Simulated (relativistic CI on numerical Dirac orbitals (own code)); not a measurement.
## Ligand-field terms of d4

Computed with a parametric ligand-field model of a d^n configuration (Racah B and C, spin-orbit zeta, crystal field), exact diagonalisation.

Field parameters in Wybourne normalisation: D3d B²₀ = −7Dσ, B⁴₀ = −14Dq − 21Dτ, B⁴₃ = −14√(10/7) Dq; Oh B⁴₀ = 21Dq, B⁴₄ = √(5/14) B⁴₀; Td as Oh with Dq negative (B⁴₀ = 21Dq, B⁴₄ = √(5/14) B⁴₀). The field is a parameter set, without covalency.

(1) Ground term and bands for B = 970, C = 3700, ζ = 0 cm⁻¹, Td, 10Dq = -2200 cm⁻¹?

(2) Ground term and bands for B = 310, C = 1560, ζ = 0 cm⁻¹, Oh, 10Dq = 5500 cm⁻¹?

(3) Ground term and bands for B = 800, C = 3490, ζ = 0 cm⁻¹, D3d, 10Dq = 22250, Dσ = 1200, Dτ = 380 cm⁻¹?

(4) Ground term and bands for B = 410, C = 1840, ζ = 0 cm⁻¹, Oh, 10Dq = 20350 cm⁻¹?

(5) Ground term and bands for B = 940, C = 3480, ζ = 0 cm⁻¹, D3d, 10Dq = 36700, Dσ = -1200, Dτ = -200 cm⁻¹?

Results:

(1) Ground term 5T2 with 2.00 electrons in the two orbitals of the cubic e set. Spin-allowed: 5E 2200 cm⁻¹. Lowest spin-forbidden: 3T1 17743 cm⁻¹ (564 nm), 3T2 18615 cm⁻¹ (537 nm), 3T1 19574 cm⁻¹ (511 nm).

(2) Ground term 5E with 1.00 electrons in the two orbitals of the cubic e set. Spin-allowed: 5T2 5500 cm⁻¹ (1818 nm). Lowest spin-forbidden: 3T1 3416 cm⁻¹ (2928 nm), 1T2 7532 cm⁻¹ (1328 nm), 3E 7776 cm⁻¹ (1286 nm).

(3) Ground term 3A2 with 0.03 electrons in the two orbitals of the cubic e set. Spin-allowed: 3E 5672 cm⁻¹ (1763 nm), 3A1 21840 cm⁻¹ (458 nm), 3E 22612 cm⁻¹ (442 nm), 3E 25012 cm⁻¹ (400 nm). Lowest spin-forbidden: 5E 6526 cm⁻¹ (1532 nm), 1E 10428 cm⁻¹ (959 nm), 1A1 14858 cm⁻¹ (673 nm).

(4) Ground term 3T1 with 0.02 electrons in the two orbitals of the cubic e set. Spin-allowed: 3E 18595 cm⁻¹ (538 nm), 3T1 19062 cm⁻¹ (525 nm), 3T2 19553 cm⁻¹ (511 nm), 3A1 20187 cm⁻¹ (495 nm). Lowest spin-forbidden: 1T2 5405 cm⁻¹ (1850 nm), 1E 5926 cm⁻¹ (1688 nm), 5E 9137 cm⁻¹ (1094 nm).

(5) Ground term 3E with 0.02 electrons in the two orbitals of the cubic e set. Spin-allowed: 3A2 4534 cm⁻¹ (2205 nm), 3A2 32376 cm⁻¹ (309 nm), 3E 33341 cm⁻¹ (300 nm), 3E 35028 cm⁻¹ (285 nm). Lowest spin-forbidden: 1A1 8553 cm⁻¹ (1169 nm), 1E 11537 cm⁻¹ (867 nm), 1E 15449 cm⁻¹ (647 nm).
